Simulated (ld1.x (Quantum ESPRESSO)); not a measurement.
## erbium (Er) ultrasoft: all-electron and pseudo phase curves

| Property | Result |
| --- | --- |
| Element | Er (Z = 68) |
| Generator | ld1.x (Quantum ESPRESSO) 7.5 |
| Type | ultrasoft |
| Functional | PBEsol |
| Relativity | non-relativistic |
| Frozen core | [Kr] 4d10 |
| Valence charge | 22 |
| Reference configuration | 4f11.5 5s2 5p6 5d0.5 6s2 6p0 |
| Partial waves | 5s (bound): rcut 1.75, rcutus 1.85 bohr; 6s (bound): rcut 1.75, rcutus 1.85 bohr; 5p (bound): rcut 2.20, rcutus 2.35 bohr; 6p (bound, empty): rcut 2.20, rcutus 2.35 bohr; 5d (bound): rcut 2.30, rcutus 2.90 bohr; 5d channel at 4.1 Ry: rcut 2.30, rcutus 2.90 bohr; 4f (bound): rcut 1.10, rcutus 1.30 bohr; 4f channel at 0.25 Ry: rcut 1.10, rcutus 1.30 bohr |
| Local potential | all-electron potential smoothed inside 2.50 bohr (lloc = -2) |
| Core correction | a·sin(br)/r model core inside 1.30 bohr |
| Augmentation charge | PSQ, inside the norm-conserving radii |

The phase is arctan(r·u′/u) with u = r·R(r), unwrapped; energies in Ry, scanned from -5 to 5 Ry. A pole is an energy at which the radial function vanishes at the test radius. The pseudo phase is shifted by a multiple of π to meet the all-electron one at the reference energy, and phase errors are pseudo minus all-electron; the curves can meet again beyond the range given. Levels narrower than the energy grid can be missing from the lists of poles.

Q: For each channel, where are the poles, and over which energies does the pseudopotential scatter like the atom?

A:

```
channel  radius (bohr)  reference energy (Ry)  poles, all-electron  poles, pseudo  unbroken range about the reference energy with phases within 0.05 rad  phase error 1 Ry above the reference energy (rad)
      s           3.16                  -0.28          -3.35, 1.88    -3.35, 1.87                                                              below 4.5                                             -0.000
      p           3.16                  -0.10          -1.91, 2.82    -1.91, 2.77                                                              below 4.5                                             -0.003
      d           3.16                  -0.17           0.34, 4.78     0.36, 4.80                                                              below 1.4                                             +0.020
      f           3.16                  -0.81          -0.80, 2.87    -0.80, 2.91                                                              below 4.2                                             +0.000
```

Phases in the d channel:

```tsv
E (Ry)	all-electron	pseudo
-5.00	1.427	1.429
-4.48	1.419	1.421
-3.96	1.409	1.411
-3.44	1.396	1.399
-2.92	1.380	1.383
-2.40	1.358	1.362
-1.88	1.326	1.331
-1.36	1.271	1.277
-0.84	1.138	1.147
-0.32	0.205	0.213
0.20	-1.489	-1.481
0.72	-1.708	-1.690
1.24	-1.864	-1.829
1.76	-2.178	-2.079
2.28	-3.413	-3.128
2.80	-4.308	-4.268
3.32	-4.527	-4.521
3.84	-4.621	-4.621
4.36	-4.678	-4.678
4.88	-4.720	-4.718
```
